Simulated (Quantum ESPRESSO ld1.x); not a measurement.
The numbers below are computed, except where a source is named.
Ho6+, configuration [Kr] 4d10 4f9 5s2 5p4. Level of theory: Dirac Kohn-Sham, LDA (Slater exchange, Perdew-Zunger correlation), spin-unpolarised, spherical densities, point nucleus; open shells fill j = l - 1/2 first (ld1.x of Quantum ESPRESSO 7.5).

Normalised radial functions P(r) = r R(r) (large component), r in bohr:

| r | 5p1/2 | 5p3/2 |
|---|---|---|
| 0.003398 | 0.0179 | 0.0080 |
| 0.00446 | 0.0257 | 0.0130 |
| 0.005901 | 0.0374 | 0.0213 |
| 0.007745 | 0.0539 | 0.0339 |
| 0.01025 | 0.0778 | 0.0535 |
| 0.01345 | 0.1094 | 0.0811 |
| 0.01766 | 0.1496 | 0.1184 |
| 0.02336 | 0.1967 | 0.1659 |
| 0.03066 | 0.2389 | 0.2141 |
| 0.04057 | 0.2594 | 0.2491 |
| 0.05325 | 0.2291 | 0.2417 |
| 0.0699 | 0.1226 | 0.1627 |
| 0.09249 | -0.0683 | -0.0072 |
| 0.1214 | -0.2737 | -0.2171 |
| 0.1593 | -0.3718 | -0.3556 |
| 0.2108 | -0.2245 | -0.2740 |
| 0.2767 | 0.1484 | 0.0567 |
| 0.3662 | 0.5048 | 0.4426 |
| 0.4806 | 0.4775 | 0.5110 |
| 0.6308 | -0.0071 | 0.1175 |
| 0.8347 | -0.6640 | -0.5288 |
| 1.096 | -1.0217 | -0.9608 |
| 1.438 | -0.9231 | -0.9515 |
| 1.903 | -0.5346 | -0.5989 |
| 2.498 | -0.1972 | -0.2405 |
| 3.305 | -0.0393 | -0.0530 |
| 4.338 | -0.0040 | -0.0061 |

5p1/2: eigenvalue -106.32 eV, 3 radial nodes at r = 0.0845, 0.251, 0.629 bohr, <r> = 1.30 bohr, 90 % of the charge inside 1.86 bohr. 5p3/2: eigenvalue -99.531 eV, 3 radial nodes at r = 0.0916, 0.266, 0.665 bohr, <r> = 1.37 bohr, 90 % of the charge inside 1.96 bohr.
